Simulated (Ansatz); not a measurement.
Reaction: GeAsH4 (SMILES [GeH3][AsH], doublet) → GeAsH4 (SMILES [GeH2][AsH2], doublet)
Each species at its own B3LYP-D3(BJ)/def2-TZVP minimum (Ansatz, a quantum-chemistry and plane-wave program).

Total energies in hartree (Ansatz). UHF or UKS for unpaired electrons; spin-orbit terms are left out. Cores are frozen in correlated methods (noble-gas shells, and filled d and f shells in the p block). No relativity.

```csv
species,HF/cc-pVTZ,CCSD(T)/cc-pVTZ,HF/cc-pVQZ,CCSD(T)/cc-pVQZ,CCSDT(Q)/cc-pVTZ
"1: GeAsH4 (SMILES [AsH][GeH3], doublet)",-4311.96924,-4312.26241,-4311.97621,-4312.28517,-4312.26419
"2: GeAsH4 (SMILES [AsH2][GeH2], doublet)",-4311.95069,-4312.24963,-4311.95758,-4312.27266,-4312.25153
```

Work out the isomerisation energy (electronic) in kcal/mol: take Hartree-Fock from cc-pVQZ, extrapolate the CCSD(T) correlation energy as X^-3 (X = 3, 4), and add CCSDT(Q) - CCSD(T) in cc-pVTZ. 1 hartree = 627.51 kcal/mol.


Species 1: correlation (64·(-0.30896) - 27·(-0.29317))/37 = -0.32048; step -0.00178; E1 = -4311.97621 + (-0.32048) + (-0.00178) = -4312.29847
Species 2: correlation (64·(-0.31508) - 27·(-0.29894))/37 = -0.32686; step -0.00190; E2 = -4311.95758 + (-0.32686) + (-0.00190) = -4312.28634
-1·E1 +1·E2 = 0.01213 hartree = 7.6 kcal/mol.
